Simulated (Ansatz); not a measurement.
Total energies of BrGa (`[Ga][Br]`).

```xyz
2

Ga   -0.834   -0.431   -0.727
Br    0.834    0.431    0.727
```

Total charge 0; spin multiplicity 1. Correlated methods include outer-core shells of Br, Ga, which these sets cover unevenly. Scalar relativity is left out up to krypton. Geometry: relaxed with PBE0-D4/def2-TZVP. Basis def2-TZVPP, the Gaussian-basis code of Ansatz.

RPA on PBE orbitals: Hartree–Fock energy of these orbitals -4495.70048 Eh, correlation -0.70295 Eh (frozen core).

```
functional  energy without D4 (Eh)  D4 term (kJ/mol)
      PBE0             -4498.52529              -3.6
   r2SCANh             -4499.03559              -0.9
```

Task: Give the same for LDA (SPW92), PBE, revPBE, BLYP, r2SCAN, B97M-V, B3LYP, r2SCAN0, HSE06 (plane-wave form), BHLYP, CAM-B3LYP, LC-ωPBE, ωB97X-V, ωB97M-V, B2PLYP, PBE-QIDH. (Estimate.)

Result: Computed: 
```
             functional  energy without D4 (Eh)  D4 term (kJ/mol)
            LDA (SPW92)             -4492.49141                 –
                    PBE             -4498.40111              -4.3
                 revPBE             -4498.71848              -8.5
                   BLYP             -4499.18385              -8.9
                 r2SCAN             -4499.04715              -0.7
                 B97M-V             -4498.24089                 –
                  B3LYP             -4499.15963              -7.3
                r2SCAN0             -4499.01937              -1.0
HSE06 (plane-wave form)             -4498.52949              -3.5
                  BHLYP             -4499.04678              -8.2
              CAM-B3LYP             -4499.32096              -3.9
                LC-ωPBE             -4498.45467                 –
                ωB97X-V             -4498.65738                 –
                ωB97M-V             -4498.83248                 –
                 B2PLYP             -4498.33097                 –
               PBE-QIDH             -4497.87193                 –
```

B3LYP takes the VWN-RPA correlation (the form of Gaussian; ORCA's B3LYP/G). HSE06 is the plane-wave form, built on full-range PBE exchange. The double hybrids freeze the cores in their second-order part.

LC-ωPBE has ω = 0.4 bohr⁻¹.
